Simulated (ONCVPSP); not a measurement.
Fe: excitation energies, all-electron against ONCV

ONCVPSP 4.0.1 input, shortened (lines: element, Z, core and valence counts, functional; n l f; lmax; l rc ep ncon nbas qcut; lloc lpopt rc5 dvloc0; l nproj debl; icmod fcfact rcfact), PBE, scalar-relativistic:

```
  Fe 26.00    3    4        4      upf
    1    0    2.00
    2    0    2.00
    2    1    6.00
    3    0    2.00
    3    1    6.00
    3    2    6.00
    4    0    2.00
    3
    0    1.02    0.00    4    7   10.70
    1    1.05    0.00    5    9   14.00
    2    1.00    0.00    5   10   12.70
    3    1.40    0.10    4    8    7.10
    4    5    0.80    0.00
    0    2    3.40
    1    2    1.60
    2    3    3.80
    3    2    0.90
    3    2.75    1.60
```

In the p channel the program set the typed energies aside and used -2.207, 0.250 Ha.

Energies are relative to the spin-unpolarised reference configuration 3s2 3p6 3d6 4s2; without spin polarisation the order of configurations can differ from experiment.

```json
{"valence configuration": "3s2 3p6 3d6 4s1", "charge": "+1", "ΔE all-electron (eV)": "8.729", "error AE − PS (meV)": "-0.4"}
{"valence configuration": "3s2 3p6 3d6 4s0", "charge": "+2", "ΔE all-electron (eV)": "24.932", "error AE − PS (meV)": "-0.4"}
{"valence configuration": "3s2 3p6 3d5 4s0", "charge": "+3", "ΔE all-electron (eV)": "59.155", "error AE − PS (meV)": "-3.2"}
{"valence configuration": "3s2 3p6 3d5 4s2 4p1", "charge": "0", "ΔE all-electron (eV)": "8.747", "error AE − PS (meV)": "+5.3"}
```

Levels in the configuration 3s2 3p6 3d5 4s0:

| level | all-electron (eV) | pseudo (eV) |
| --- | --- | --- |
| 3s | -131.169 | -131.182 |
| 3p | -96.961 | -96.971 |
| 3d | -43.215 | -43.210 |
